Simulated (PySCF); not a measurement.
AgCl, SMILES [Cl][Ag], multiplicity 1. Atoms are numbered in the order given.

```xyz
2

Ag     0.0000     0.0000    -0.6139
Cl     0.0000     0.0000     1.6972
```

Geometry optimised at B3LYP-D3(BJ)/def2-TZVPD. The spin state was assumed, not searched. The def2 effective core potentials stand for the cores of Ag; spin–orbit coupling is left out.

All values below come from TDDFT-LC-ωPBE/def2-TZVPD (PySCF 2.14.0).

Vertical excitations; the highest root listed may be one member of a degenerate set.  State labels are in the subgroup C2v.

Computed UV-visible absorptions:
| state | symmetry | energy (eV) | λ (nm) | f | main pairs |
|---|---|---|---|---|---|
| S1 | A1 | 3.95 | 314 | 0.028 | HOMO−2→LUMO, HOMO−7→LUMO (degenerate set) |
| S2 | B2 | 3.95 | 314 | 0.018 | HOMO→LUMO, HOMO−5→LUMO (degenerate set) |
| S3 | B1 | 3.95 | 314 | 0.018 | HOMO−1→LUMO, HOMO−6→LUMO (degenerate set) |
| S4 | A1 | 4.90 | 253 | 0.000 | HOMO−4→LUMO (degenerate set) |
| S5 | A2 | 4.90 | 253 | 0.000 | HOMO−3→LUMO (degenerate set) |
| S6 | B2 | 5.69 | 218 | 0.000 | HOMO−5→LUMO, HOMO→LUMO (degenerate set) |
| S7 | B1 | 5.69 | 218 | 0.000 | HOMO−6→LUMO, HOMO−1→LUMO (degenerate set) |
| S8 | A1 | 6.81 | 182 | 0.039 | HOMO−7→LUMO 53 %, HOMO→LUMO+2 14 %, HOMO−1→LUMO+1 14 %, HOMO−2→LUMO 9 % |
| S9 | A2 | 7.00 | 177 | 0.000 | HOMO→LUMO+1, HOMO−1→LUMO+2 (degenerate set) |
| S10 | A1 | 7.00 | 177 | 0.000 | HOMO→LUMO+2, HOMO−1→LUMO+1 (degenerate set) |
| T1 | A1 | 3.20 | 387 | 0 | HOMO−2→LUMO 80 %, HOMO−7→LUMO 13 % |
| T2 | B1 | 3.55 | 349 | 0 | HOMO−1→LUMO, HOMO−6→LUMO (degenerate set) |
| T3 | B2 | 3.55 | 349 | 0 | HOMO→LUMO, HOMO−5→LUMO (degenerate set) |
| T4 | A1 | 4.52 | 274 | 0 | HOMO−4→LUMO 92 % |
Triplets are in the Tamm–Dancoff approximation, which puts them higher than full response would, so one can lie above its singlet here.
